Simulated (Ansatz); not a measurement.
`Sc1cnc(-c2cnc(-c3cnc(-c4cnc(S)s4)s3)s2)s1` with charge -1. The state is a doublet with charge -1. Geometry PBE-D4/def2-SVP, that of the neutral singlet.

```xyz
28

S     7.9383   -0.2549    2.9875
C     6.2368   -0.1798    2.5502
C     5.1014   -0.0168    3.3393
N     3.9131   -0.0016    2.6775
C     4.0694   -0.1468    1.3774
C     3.0004   -0.1701    0.4130
C     3.0341   -0.3155   -0.9766
N     1.8411   -0.2971   -1.6170
C     0.8418   -0.1378   -0.7604
C    -0.5429   -0.0806   -1.1593
C    -1.0462   -0.1794   -2.4590
N    -2.3926   -0.0971   -2.5900
C    -2.9870    0.0661   -1.4189
C    -4.4099    0.1856   -1.2416
C    -5.1775    0.3579   -0.0935
N    -6.5268    0.4361   -0.2693
C    -6.8333    0.3277   -1.5454
S    -8.4702    0.3794   -2.1844
S    -5.4685    0.1182   -2.6388
S    -1.8707    0.1290   -0.0440
S     1.3420    0.0016    0.9297
S     5.7677   -0.3214    0.8760
H     7.7094   -0.1163    4.3239
H     5.1271    0.0951    4.4334
H     3.9633   -0.4411   -1.5535
H    -0.3963   -0.3158   -3.3344
H    -4.7564    0.4316    0.9207
H    -9.0075    0.5438   -0.9424
```

Single mean-field runs in def2-TZVP are fitted with def2-universal-jkfit.

Question: Estimate the α-spin orbital energies around the gap (eV) in Ansatz with PBE-D4/def2-TZVP, PBE0-D4/def2-TZVP.

Answer: 
```tsv
orbital	PBE-D4/def2-TZVP	PBE0-D4/def2-TZVP
HOMO−5	-3.54	-4.85
HOMO−4	-3.32	-4.75
HOMO−3	-3.24	-4.39
HOMO−2	-2.60	-3.63
HOMO−1	-1.88	-2.73
HOMO	-0.10	-0.58
LUMO	0.61	1.10
LUMO+1	1.10	2.00
LUMO+2	1.19	2.02
LUMO+3	1.29	2.13
LUMO+4	1.76	2.76
LUMO+5	1.85	2.81
β HOMO	-1.73	-2.46
β LUMO	0.13	0.82
```
